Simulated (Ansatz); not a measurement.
Cost and result for the atomization energy of C3H6AlN (11 atoms, 12 bonds).

```xyz
11

C    -0.573    0.025   -1.692
C     0.269   -0.359   -0.705
C     0.627   -0.363    0.529
N     1.555   -0.915    1.342
Al   -1.066    0.780    0.410
H    -0.318    0.854   -2.349
H    -1.358   -0.642   -2.043
H     2.397   -1.284    0.930
H     1.676   -0.503    2.249
H    -2.399    0.065    0.882
H    -0.809    2.344    0.446
```

Total charge 0; spin multiplicity 1. The bonds changed during the relaxation, so this is another structure than the one it started from. All single points use the PBE0-D4/def2-TZVP geometry. It is one conformer, not always the lowest. Program: Ansatz. All runs use 4 threads of an AMD EPYC 7R43 on a shared host. Times are those of one run each, without the atoms' runs, and a repeat can differ threefold. Electronic energies, without spin–orbit coupling; frozen cores. CCSD(T)/CBS adds CCSD(T) − MP2 in def2-TZVPP to the MP2 limit, and its time is that of the two runs behind it. T1 = 0.015. B3LYP takes the VWN-RPA correlation (the form of Gaussian; ORCA's B3LYP/G).

CCSD(T)/CBS is a level of theory with its own doubt, some kJ/mol a heavy atom from the limit and from the frozen cores, so smaller differences don't rank the functionals.

```json
{"level": "PBE-D4/def2-TZVPP (with forces)", "functions": "250", "wall time": "3.3 s"}
{"level": "PBE0-D4/def2-TZVPP", "functions": "250", "wall time": "3.4 s"}
{"level": "B3LYP-D4/def2-TZVPP (with forces)", "functions": "250", "wall time": "4.9 s"}
{"level": "r2SCAN-D4/def2-TZVPP (with forces)", "functions": "250", "wall time": "5.5 s"}
{"level": "B2PLYP/def2-TZVPP", "functions": "250", "wall time": "6 s"}
{"level": "ωB97X-V/def2-TZVPP", "functions": "250", "wall time": "7 s"}
{"level": "ωB97M-V/def2-TZVPP (with forces)", "functions": "250", "wall time": "11 s"}
{"level": "MP2/def2-QZVPP", "functions": "478", "wall time": "21 s"}
{"level": "CCSD(T)/def2-TZVPP", "functions": "250", "wall time": "110 s"}
{"level": "CCSD(T)/CBS(def2)", "functions": "–", "wall time": "2.2 min"}
```

**Question.** What atomization energy does each give, and how far from CCSD(T)/CBS? (An estimate is asked.)

**Answer.** Ansatz gave: 
| level | atomization (kcal/mol) | difference from CCSD(T)/CBS | per bond |
| --- | --- | --- | --- |
| PBE-D4/def2-TZVPP (with forces) | 1015.4 | 34.0 | 2.8 |
| PBE0-D4/def2-TZVPP | 993.0 | 11.6 | 1.0 |
| B3LYP-D4/def2-TZVPP (with forces) | 987.4 | 6.0 | 0.5 |
| r2SCAN-D4/def2-TZVPP (with forces) | 991.0 | 9.6 | 0.8 |
| B2PLYP/def2-TZVPP | 975.1 | -6.3 | -0.5 |
| ωB97X-V/def2-TZVPP | 985.8 | 4.4 | 0.4 |
| ωB97M-V/def2-TZVPP (with forces) | 988.2 | 6.8 | 0.6 |
| MP2/def2-QZVPP | 988.4 | 7.0 | 0.6 |
| CCSD(T)/def2-TZVPP | 953.9 | -27.5 | -2.3 |
| CCSD(T)/CBS(def2) | 981.4 | 0.0 | 0.0 |

The D4 term adds +8.4 kcal/mol with B3LYP and +4.4 kcal/mol with PBE0; it sums over pairs of atoms, weighted by their polarisabilities, and B3LYP, whose exchange is more repulsive, gets the larger term. From PBE to PBE0 (25 % exact exchange), in def2-TZVPP and without D4, the atomization energy moves by −21.6 kcal/mol: exact exchange takes away binding that semilocal exchange gives to molecules. In def2-TZVPP, CCSD(T) changes the Hartree–Fock value by +259.8 kcal/mol (the triples alone add +18.4 kcal/mol) and MP2 by +278.0 kcal/mol; breaking electron pairs costs correlation energy, which Hartree–Fock lacks.
